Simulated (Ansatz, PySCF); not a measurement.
C6H5F, SMILES C#CC(=C)/C=C\F. Atoms are numbered in the order given.

```xyz
12

C     -2.2275     0.7604     0.0000
C     -1.0156     0.7874     0.0000
C      0.4169     0.8531     0.0000
C      1.0271     2.0590     0.0000
C      1.2130    -0.3758     0.0000
C      0.7960    -1.6459     0.0000
F     -0.4726    -2.0191     0.0000
H     -3.3011     0.7244     0.0000
H      0.4481     2.9837     0.0000
H      2.1173     2.1333     0.0000
H      2.2976    -0.2431     0.0000
H      1.4846    -2.4962     0.0000
```

Geometry: PBE0-D3(BJ)/def2-SVP. The structure was generated by enumeration; whether it is a known compound was not checked. The values are those of a single conformer.

Two levels are set side by side: PBE-D3(BJ)/def2-SVP (Ansatz, an electronic-structure program) and PBE0-D3(BJ)/def2-SVP (Ansatz). Each level has its own optimised geometry; the coordinates shown are those of the second. Frequencies come from the Hessian of PySCF at each geometry. Differences are taken from unrounded values.

```json
[
 {"quantity": "mean bond length (Å)", "PBE0-D3(BJ)": "1.233"},
 {"quantity": "bond C1–C2 (Å)", "PBE0-D3(BJ)": "1.212"},
 {"quantity": "bond C2–C3 (Å)", "PBE0-D3(BJ)": "1.434"},
 {"quantity": "bond C3–C4 (Å)", "PBE0-D3(BJ)": "1.352"},
 {"quantity": "bond C3–C5 (Å)", "PBE0-D3(BJ)": "1.464"},
 {"quantity": "bond C5–C6 (Å)", "PBE0-D3(BJ)": "1.337"},
 {"quantity": "bond C6–F7 (Å)", "PBE0-D3(BJ)": "1.322"},
 {"quantity": "bond C1–H8 (Å)", "PBE0-D3(BJ)": "1.074"},
 {"quantity": "bond C4–H9 (Å)", "PBE0-D3(BJ)": "1.091"},
 {"quantity": "bond C4–H10 (Å)", "PBE0-D3(BJ)": "1.093"},
 {"quantity": "bond C5–H11 (Å)", "PBE0-D3(BJ)": "1.093"},
 {"quantity": "bond C6–H12 (Å)", "PBE0-D3(BJ)": "1.094"},
 {"quantity": "highest harmonic wavenumber (cm⁻¹)", "PBE0-D3(BJ)": "3491"},
 {"quantity": "mean harmonic wavenumber (cm⁻¹)", "PBE0-D3(BJ)": "1289"},
 {"quantity": "zero-point energy (kcal/mol)", "PBE0-D3(BJ)": "55.27"}
]
```

### Question
What does PBE-D3(BJ) give, and how far is it from PBE0-D3(BJ)? (An estimate is asked for; the answer gives what the named calculation found.)

### Answer

| quantity | PBE-D3(BJ) | PBE-D3(BJ) minus PBE0-D3(BJ) |
|---|---|---|
| mean bond length (Å) | 1.242 | 0.009 |
| bond C1–C2 (Å) | 1.225 | 0.012 |
| bond C2–C3 (Å) | 1.436 | 0.002 |
| bond C3–C4 (Å) | 1.366 | 0.015 |
| bond C3–C5 (Å) | 1.468 | 0.004 |
| bond C5–C6 (Å) | 1.350 | 0.013 |
| bond C6–F7 (Å) | 1.336 | 0.014 |
| bond C1–H8 (Å) | 1.081 | 0.007 |
| bond C4–H9 (Å) | 1.099 | 0.008 |
| bond C4–H10 (Å) | 1.101 | 0.008 |
| bond C5–H11 (Å) | 1.101 | 0.008 |
| bond C6–H12 (Å) | 1.103 | 0.009 |
| highest harmonic wavenumber (cm⁻¹) | 3409 | -82 |
| mean harmonic wavenumber (cm⁻¹) | 1241 | -47 |
| zero-point energy (kcal/mol) | 53.24 | -2.03 |

Exact exchange shortens and stiffens bonds; PBE has none. Differences between two approximate levels are no errors against the true value.
